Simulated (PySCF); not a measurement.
## Ionisation energy of Pb⁴⁹⁺ by level of theory

Pb⁴⁹⁺ [Ar] 3d10 4s2 4p3 [4p1/2^2 4p3/2^1, M_J = 3/2] → Pb⁵⁰⁺ [Ar] 3d10 4s2 4p2 [4p1/2^2, M_J = 0], as a difference of total energies. Calculation: PySCF 2.14, in an even-tempered Gaussian basis (16 s from 7.1 bohr⁻², ratio 2.8; 13 p from 9.3 bohr⁻², ratio 2.8; 8 d from 16 bohr⁻², ratio 2.8; 4 f from 40 bohr⁻², ratio 3); the two-component X2C-1e Hamiltonian. Correlated levels: [Ne] frozen; the 72 highest virtual spinors dropped. "Screened" scales the spin-orbit matrix elements by Boettger's factors to mimic the two-electron term; Breit and QED terms are absent.

```
                    method  ionisation energy (eV)
           GHF (spin-free)                  2784.3
          GMP2 (spin-free)                  2785.2
 GHF (screened spin-orbit)                  2728.4
GMP2 (screened spin-orbit)                  2729.4
```

Breit and QED terms and the two-electron picture change are absent.

The spin-free rows relax to the high-spin LS determinant and lack the spin-orbit shift.

The labels give the starting determinants; with spin-orbit coupling the two ends relaxed to ⟨J²⟩ = 3.75, ⟨L²⟩ = 2.63, ⟨S²⟩ = 1.55 and ⟨J²⟩ = 0.00, ⟨L²⟩ = 1.40, ⟨S²⟩ = 1.40.

For comparison: 2735 ± 4 eV (theoretical estimate listed by NIST; NIST Atomic Spectra Database, ionization energies).
